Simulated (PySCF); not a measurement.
BClBr2, SMILES ClB(Br)Br.

The structure is a stationary point at PBE0-D3(BJ)/def2-SVP.

These are PBE/def2-TZVPD (PySCF) values and carry that method's errors.

Symmetry labels are those of the subgroup C2v that the program uses (full group C2v).

Q: List the valence orbital energies around the gap with their symmetry. (The exact figures need the calculation; the answer reports its results.)

A: 
| orbital | symmetry | energy (eV) |
|---|---|---|
| HOMO−7 | A1 | -10.91 |
| HOMO−6 | B2 | -10.68 |
| HOMO−5 | B1 | -9.71 |
| HOMO−4 | B2 | -8.27 |
| HOMO−3 | B1 | -8.17 |
| HOMO−2 | A1 | -7.95 |
| HOMO−1 | A2 | -7.78 |
| HOMO | B2 | -7.18 |
| LUMO | B1 | -2.91 |
| LUMO+1 | A1 | -0.98 |
| LUMO+2 | A1 | -0.29 |
| LUMO+3 | B2 | 0.07 |
